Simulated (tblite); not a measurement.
C₆H₁₀FO (doublet state).
Structure used (GFN2-xTB), in Å, numbered top down from 1:
```xyz
18
C6H10FO angstrom
C     -2.370   -0.932   -0.320
C     -1.372    0.135   -0.534
C     -0.191    0.303    0.306
C      0.276    1.746    0.624
O      1.562    1.520    0.043
C      1.213    0.206   -0.382
C      2.168   -0.844    0.164
F      1.799   -2.091   -0.270
H     -2.061   -1.606    0.475
H     -3.347   -0.512   -0.057
H     -2.523   -1.513   -1.233
H     -1.497    0.793   -1.378
H     -0.243   -0.332    1.191
H      0.346    2.002    1.683
H     -0.273    2.524    0.088
H      1.161    0.130   -1.474
H      3.184   -0.656   -0.197
H      2.158   -0.863    1.258
```

Computed with GFN2-xTB (tblite): harmonic, unscaled wavenumbers at the GFN2-xTB geometry, gas phase. Against measured fundamentals such values can be off by several per cent, at times by over 20. One conformer, not necessarily the lowest. Open shells enter through the occupations alone, without spin polarisation, and single modes of such species can be off by tens of per cent. The optimisation stopped once no atom felt more than 0.01 eV/Å.

Lowest wavenumbers of the output (negative numbers stand for imaginary wavenumbers):
```
mode    cm-1
  1     -31.1
  2      32.2
  3      56.4
  4      71.2
  5     197.9
  6     243.3
  7     304.9
  8     383.1
  9     434.1
 10     464.0
```

Task: Is this structure a minimum?

Result: Not by this Hessian. 1 mode is imaginary beyond 20i (31i cm⁻¹), so at this level the point lies at or near a first-order saddle. The curvature is small, so loose convergence or finite differences may be the whole cause.

Task: Which atoms move in the imaginary mode?

Result: 31i: H11 (hydrogen on carbon) 35 %, H10 (hydrogen on carbon) 34 %, H9 (hydrogen on carbon) 25 %. These are shares of the mass-weighted motion.

Task: What is the remedy?

Result: Step along that mode in both directions, optimise again with tighter thresholds and repeat the frequencies. The zero-point energy of this point (91.2 kcal/mol) counts the 47 real modes alone, and thermal corrections from it aren't those of a minimum.
